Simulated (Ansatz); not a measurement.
Reaction (ligand exchange at the Si–Cl bond): `Cl[SiH]1CC1` + CH₃SH → `CS[SiH]1CC1` + HCl

Program: Ansatz. Geometries: PBE0-D4/def2-TZVP. ΔE: electronic, gas phase. CBS: MP2 limit from def2 TZ/QZ plus the TZ coupled-cluster correction, frozen cores. This one scheme is used for every species. Each species was taken in one conformer, which may not be the lowest.

```tsv
species	CCSD(T)/def2-TZVPP energy (Eh)
`Cl[SiH]1CC1`	-827.86486
CH₃SH	-438.16519
`CS[SiH]1CC1`	-805.68668
HCl	-460.33125
```

Work out ΔE.

ΔE = (-805.68668) + (-460.33125) − (-827.86486) − (-438.16519) = 0.01212 Eh = +31.8 kJ/mol. CCSD(T)/CBS gives +32.5 kJ/mol.

What do rigid-rotor, harmonic-oscillator terms from PBE0-D4/def2-TZVP frequencies (298.15 K, 1 bar) make of the CCSD(T)/CBS value? (An estimate is asked.)

Computed: ΔZPE = -3.6 kJ/mol, ΔH = +31.8 kJ/mol, ΔS = -13 J/(mol·K), ΔG = +35.8 kJ/mol.

Largest T1 diagnostic among the species: 0.011.

The D4 term adds −6.9 kJ/mol with B3LYP and −4.1 kJ/mol with PBE0; it sums over pairs of atoms, weighted by their polarisabilities, and B3LYP, whose exchange is more repulsive, gets the larger term. In def2-TZVPP, CCSD(T) changes the Hartree–Fock value by −19.2 kJ/mol (the triples alone add −3.6 kJ/mol) and MP2 by −20.4 kJ/mol. Leaving LDA and LC-ωPBE aside and taking each functional with its dispersion term where it has one, the values, not all of them listed here, spread over 12.9 kJ/mol, from revPBE-D4 to BHLYP-D4. LDA lies −4.4 kJ/mol from PBE without D4.

B3LYP here is the variant with VWN-RPA as its local correlation; programs differ in this.
